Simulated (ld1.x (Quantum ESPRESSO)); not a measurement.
**Ge, TM: configuration errors across variants**

Ge (Z = 32), norm-conserving Troullier–Martins (Kleinman–Bylander form), made with ld1.x (Quantum ESPRESSO) 7.5 (LDA (PZ), scalar-relativistic). Core [Ar] 3d10, reference 4s2 4p0.5 (charge +1.5). Waves: 4s (bound): rc 1.60 bohr; 4p (bound): rc 1.85 bohr; 4d channel at 0.1 Ry: rc 1.80 bohr. Local part: the d channel. Core correction: Bessel-smoothed model core inside 1.00 bohr.

All-electron excitation energies from the reference (eV): (1) 4s2 4p2 -14.412; (2) 4s2 4p1 -6.776; (3) 4s2 4p0 8.940; (4) 4s2 4p1.5 -11.523; (5) 4s1 4p2 2.001; (6) 4s2 4p2.3 -15.340; (7) 4s1 4p3 -6.368; (8) 4s2 4p0.5 spin -0.053; (9) 4s2 4p2 spin -14.975.

Spin tests fill each open shell by Hund’s rule, majority spin first.

2 further variants failed, have other tests or another functional or relativity, and are left out.

A true bound ghost makes a file unfit for plane-wave use even where its test errors are small: the radial tests pick states by their node count and pass the ghost by.

Errors AE − PS in meV (a dash: test not solved or not reliable):

| change | (1) | (2) | (3) | (4) | (5) | (6) | (7) | (8) | (9) | bound ghosts |
| --- | --- | --- | --- | --- | --- | --- | --- | --- | --- | --- |
| base | -18 | -3.0 | -7.3 | -11 | -4.2 | -22 | -5.9 | -0.3 | -21 | s, p |
| local potential all-electron potential smoothed inside 1.60 bohr (lloc = -2) | -8.8 | -1.7 | -6.2 | -5.6 | -4.2 | -9.8 | -2.4 | -0.2 | -8.9 | none |
| core correction Bessel-smoothed model core inside 1.30 bohr | -18 | -3.0 | -7.3 | -10 | -4.2 | -22 | -5.9 | -0.2 | -21 | s, p |
| wave 4s (bound): rc 1.60 bohr becomes 4s (bound): rc 1.52 bohr | -18 | -3.0 | -7.3 | -11 | -4.6 | -22 | -6.2 | -0.3 | -21 | s, p |

(1) Give the same row for: all radii but the core radius scaled by about 0.82 (s 1.32, p 1.52, d 1.48 bohr).

## Answers

(1) -10, -1.8, -6.1, -6.3, -3.7, -12, -2.5, -0.4, -12; bound ghosts: s, p.
